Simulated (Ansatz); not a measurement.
Energy needed to pull apart SiHCl2F (SMILES F[SiH](Cl)Cl), singlet, into free ground-state atoms, from the structure below (displaced at random from its PBE0-D4/def2-TZVP minimum); no zero-point or spin–orbit terms; open-shell atoms are treated unrestricted, in their ground-state multiplicity.

```
5
angstrom
F 0.0574 -0.6893 1.4922
Si 0.1241 -0.0470 0.0007
Cl -0.5327 1.8947 0.1340
Cl -1.0560 -1.1038 -1.2390
H 1.5820 -0.0783 -0.4352
```

Computed with Ansatz 0.2.0 (basis: def2-TZVPP); correlated methods freeze the cores.

| method | atomization energy (kJ/mol) |
| --- | --- |
| PBE-D4 | 1749 |
| r2SCAN-D4 | 1746 |
| PBE0-D4 | 1717 |
| wB97M-V | ? |
| HF | 1301 |
| MP2 | ? |
| CCSD | 1649 |
| CCSD(T) | 1680 |

Question: What does MP2 give? (An estimate is asked for; the value comes from the calculation.)

Answer: By the calculation: 1753 kJ/mol, which is about 73 kJ/mol more than CCSD(T)/def2-TZVPP.

Question: What does wB97M-V give? (To be estimated.)

Answer: By the calculation: 1744 kJ/mol, which is about 64 kJ/mol more than CCSD(T)/def2-TZVPP.

In triple zeta the MP2 and coupled-cluster atomization energies are still short of their basis limit by a few kcal/mol a bond, whereas those of the functionals are nearly converged, so these differences are not deviations from converged CCSD(T).

The T1 diagnostic stays at or below 0.011.

For scale, one of the runs: CCSD(T)/def2-TZVPP forces, 171 basis functions (an equivalent command: `ansatz run in.yaml --threads 4`). Hardware: 4 CPU threads, shared host. Wall time 56 s; peak host memory 2.7 GiB.
